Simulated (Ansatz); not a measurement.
Stepwise reaction of `[CH3][Al]([OH])[OH]` with hydrogen sulfide, as a gas-phase model of exchange steps in deposition or etching. ΔE in kJ/mol.

Computed with Ansatz on PBE0-D4/def2-TZVP structures; ΔE is electronic, products minus reactants. CBS: MP2 limit from def2 TZ/QZ plus the TZ coupled-cluster correction, frozen cores. This one scheme is used for every species. DFT in def2-TZVPP. B3LYP here is the variant with VWN-RPA as its local correlation; programs differ in this. One conformer a species, not always the lowest.

| step | reaction | PBE-D4 | B3LYP-D4 | ωB97M-V | CCSD(T)/CBS |
| --- | --- | --- | --- | --- | --- |
| 1 | `[CH3][Al]([OH])[OH]` + H₂S → `[CH3][Al]([OH])[SH]` + H₂O | 13.9 | 24.8 | 22.6 | 18.7 |

**Question.** Give the row of step 2, `[CH3][Al]([OH])[SH]` + H₂S → `[CH3][Al]([SH])[SH]` + H₂O. (An estimate is asked.)

**Answer.** The calculation gave: 
| step | reaction | PBE-D4 | B3LYP-D4 | ωB97M-V | CCSD(T)/CBS |
| --- | --- | --- | --- | --- | --- |
| 2 | `[CH3][Al]([OH])[SH]` + H₂S → `[CH3][Al]([SH])[SH]` + H₂O | 16.0 | 26.7 | 25.2 | 20.4 |

**Question.** By hand: ΔE of the 2 steps together at CCSD(T)/CBS.

**Answer.** (18.7) + (20.4) = 39.1 kJ/mol, or 19.5 kJ/mol a step.

In ΔE the steps differ by no more than 1.7 kJ/mol. All are uphill at CCSD(T)/CBS. PBE-D4 differs from CCSD(T)/CBS by -4.8 to -4.4 kJ/mol a step. Isolated molecules leave out the surface, adducts and barriers. Largest T1 diagnostic: 0.012.
